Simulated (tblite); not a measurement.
C3H3ClF2O.
Atom-mapped SMILES: `[CH3:1][C:2]([F:3])([F:4])[C:5](=[O:6])[Cl:7]` (hydrogens: H8, H9, H10 on C1)

Cartesian coordinates in Å at the GFN2-xTB level; atoms count from 1:
```xyz
10
C3H3ClF2O angstrom
C     -0.957   -0.674   -0.123
C     -0.126    0.590    0.026
F     -0.212    1.355   -1.092
F     -0.606    1.363    1.032
C      1.341    0.247    0.329
O      1.837    0.216    1.401
Cl     2.205   -0.189   -1.122
H     -0.591   -1.250   -0.968
H     -0.889   -1.262    0.789
H     -1.993   -0.390   -0.295
```

All values are computed: GFN2-xTB (tblite) harmonic vibrations without scaling, gas phase. The method is semi-empirical: single wavenumbers can be off by several per cent or more. One conformer, not necessarily the lowest.

Harmonic wavenumbers (cm⁻¹): 35.2, 164.1, 176.6, 197.5, 300.2, 339.2, 423.8, 447.1, 488.7, 627.9, 668.5, 835.6, 929.0, 933.3, 1121.7, 1132.6, 1170.9, 1375.4, 1442.3, 1449.9, 1833.0, 3045.2, 3056.6, 3062.7.

A = 3184, B = 1767, C = 1477 MHz; mass 127.984 u (most abundant isotopes); point group C1, symmetry number 1.

Question: Zero-point energy?

Answer: ½Σν̃ = 12628 cm⁻¹ = 36.11 kcal/mol.

Question: Entropy at 400 K, 1 bar (ideal gas, RRHO, classical rotation)?

Answer: Translation 41.94, rotation 28.93, vibration 25.30: S = 96.2 cal/(mol K).

Question: And Cp and H(400 K) − H(0)?

Answer: Cp = 32.08 cal/(mol K), of which vibrations give 24.14 (their classical limit is 24 R = 47.7); H(400 K) − H(0) = 8.38 kcal/mol without the zero-point energy, 5.20 from vibrations.

Question: How do the functions run with temperature in this model?

Answer: 
```tsv
T (K)	S (cal/(mol K))	Cp (cal/(mol K))	H − H(0) (kcal/mol)	G − H(0) (kcal/mol)	ln q(vib)
50	56.6	10.8	0.46	-2.37	0.47
100	65.3	14.7	1.10	-5.43	1.19
298.15	87.5	27.3	5.35	-20.72	4.49
373.15	94.0	30.9	7.54	-27.53	5.75
500	103.7	35.8	11.79	-40.09	7.79
750	119.6	42.2	21.61	-68.09	11.51
1000	132.3	46.1	32.68	-99.63	14.81
```

q(vib) and H(0) count from the zero-point level.

Question: Which modes carry the vibrational entropy at 400 K?

Answer: 35.2 cm⁻¹: 6.10; 164.1 cm⁻¹: 3.06; 176.6 cm⁻¹: 2.92; 197.5 cm⁻¹: 2.71; 300.2 cm⁻¹: 1.93; 339.2 cm⁻¹: 1.71 cal/(mol K); the other 18 give 6.88 together.

Question: Blend soft modes into free rotors: weight 1/[1 + (100 cm⁻¹/ν̃)⁴] for the oscillator and the rest for a rotor with moment μB/(μ + B), μ = h/(8π²ν), B = 10⁻⁴⁴ kg m². What vibrational entropy results?

Answer: 23.33 cal/(mol K) in place of 25.30, which changes −T·S at 400 K by +0.79 kcal/mol.

Question: What must be added to the electronic energy to get the Gibbs energy at 400 K and 1 bar?

Answer: ZPE + [H(400 K) − H(0)] − T·S = 36.11 + 8.38 − 38.47 = 6.02 kcal/mol.

Hindered rotation and anharmonicity are outside this model. Other conformers, if any are populated, would add a mixing term that is left out. The structure is chiral; the term R ln 2 for an equal mix with its mirror image is left out.
